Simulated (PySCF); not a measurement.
C2H7O, charge +1, singlet, at a GFN2-xTB geometry; CCSD/6-31G (PySCF).

PySCF was given this input:
```python
from pyscf import gto, scf, cc

mol = gto.M(
    atom='''
C     1.22900215   -0.37604417   -0.00661468
C     0.08246987    0.60103209   -0.00155391
O    -1.18718715   -0.17976873   -0.07214047
H    -1.97465717    0.38511414    0.07508639
H     0.07674269    1.22024625    0.89741563
H     0.08228151    1.22946963   -0.89318817
H     2.16469576    0.17583635   -0.02936964
H     1.23247722   -0.99483360    0.88818561
H     1.19569027   -1.01022081   -0.88852026
H    -1.14856530   -0.91738972    0.57652583
''',
    basis='6-31g',
    charge=1,
    verbose=4,
)

mf = scf.RHF(mol)
mf.kernel()

mycc = cc.CCSD(mf)
mycc.kernel()
print('E(CCSD) = %.10f' % mycc.e_tot)
```

Predict the main parts of the log of this PySCF run.


```
PySCF version 2.14.0

[INPUT] verbose = 4
[INPUT] num. atoms = 10
[INPUT] num. electrons = 26
[INPUT] charge = 1
[INPUT] spin (= nelec alpha-beta = 2S) = 0
[INPUT] symmetry False subgroup None
[INPUT] Mole.unit = angstrom
[INPUT] Symbol           X                Y                Z      unit          X                Y                Z       unit  Magmom
[...]
nuclear repulsion = 89.0308104695368
number of shells = 29
number of NR pGTOs = 94
number of NR cGTOs = 41
basis = 6-31g
ecp = {}

******** <class 'pyscf.scf.hf.RHF'> ********
method = RHF
initial guess = minao
damping factor = 0
level_shift factor = 0
DIIS = <class 'pyscf.scf.diis.CDIIS'>
diis_start_cycle = 1
diis_space = 8
diis_damp = 0
SCF conv_tol = 1e-09
SCF conv_tol_grad = None
SCF max_cycles = 50
direct_scf = True
direct_scf_tol = 1e-13
Set gradient conv threshold to 3.16228e-05
Initial guess from minao.
init E= -155.008592564941
[...]
cycle= 1 E= -154.266434345264  delta_E= 0.742  |g|= 0.394  |ddm|= 2.36
[...]
cycle= 2 E= -154.319234914988  delta_E= -0.0528  |g|= 0.13  |ddm|= 0.645
[...]
cycle= 3 E= -154.323613322232  delta_E= -0.00438  |g|= 0.0315  |ddm|= 0.142
[...]
cycle= 4 E= -154.324041176657  delta_E= -0.000428  |g|= 0.00674  |ddm|= 0.0548
[...]
cycle= 5 E= -154.324062277316  delta_E= -2.11e-05  |g|= 0.00298  |ddm|= 0.0113
[...]
cycle= 6 E= -154.324065436099  delta_E= -3.16e-06  |g|= 0.000599  |ddm|= 0.00417
[...]
cycle= 7 E= -154.324065616591  delta_E= -1.8e-07  |g|= 8.91e-05  |ddm|= 0.00112
[...]
cycle= 8 E= -154.324065621881  delta_E= -5.29e-09  |g|= 1.81e-05  |ddm|= 0.000234
[...]
cycle= 9 E= -154.324065622039  delta_E= -1.59e-10  |g|= 5.89e-06  |ddm|= 3.12e-05
[...]
Extra cycle  E= -154.324065622058  delta_E= -1.84e-11  |g|= 2.47e-06  |ddm|= 9.25e-06
converged SCF energy = -154.324065622058

******** <class 'pyscf.cc.ccsd.CCSD'> ********
CC2 = 0
CCSD nocc = 13, nmo = 41
max_cycle = 50
direct = 0
conv_tol = 1e-07
conv_tol_normt = 1e-05
diis_space = 6
diis_start_cycle = 0
diis_start_energy_diff = 1e+09
Init t2, MP2 energy = -154.63107673284  E_corr(MP2) -0.307011110782008
Init E_corr(CCSD) = -0.307011110784635
cycle = 1  E_corr(CCSD) = -0.326336937581759  dE = -0.0193258268  norm(t1,t2) = 0.0445225
cycle = 2  E_corr(CCSD) = -0.335570114560136  dE = -0.00923317698  norm(t1,t2) = 0.0152018
cycle = 3  E_corr(CCSD) = -0.339678282110947  dE = -0.00410816755  norm(t1,t2) = 0.00637238
cycle = 4  E_corr(CCSD) = -0.340142182196581  dE = -0.000463900086  norm(t1,t2) = 0.00119001
cycle = 5  E_corr(CCSD) = -0.340108206403728  dE = 3.39757929e-05  norm(t1,t2) = 0.000404878
cycle = 6  E_corr(CCSD) = -0.340105243519513  dE = 2.96288421e-06  norm(t1,t2) = 9.75739e-05
cycle = 7  E_corr(CCSD) = -0.34010676251029  dE = -1.51899078e-06  norm(t1,t2) = 3.96827e-05
cycle = 8  E_corr(CCSD) = -0.340106937062008  dE = -1.74551718e-07  norm(t1,t2) = 1.28312e-05
cycle = 9  E_corr(CCSD) = -0.340106517437291  dE = 4.19624717e-07  norm(t1,t2) = 4.5083e-06
cycle = 10  E_corr(CCSD) = -0.340106463685412  dE = 5.37518795e-08  norm(t1,t2) = 1.28538e-06
CCSD converged
E(CCSD) = -154.6641720857432  E_corr = -0.3401064636854119
E(CCSD) = -154.6641720857
```
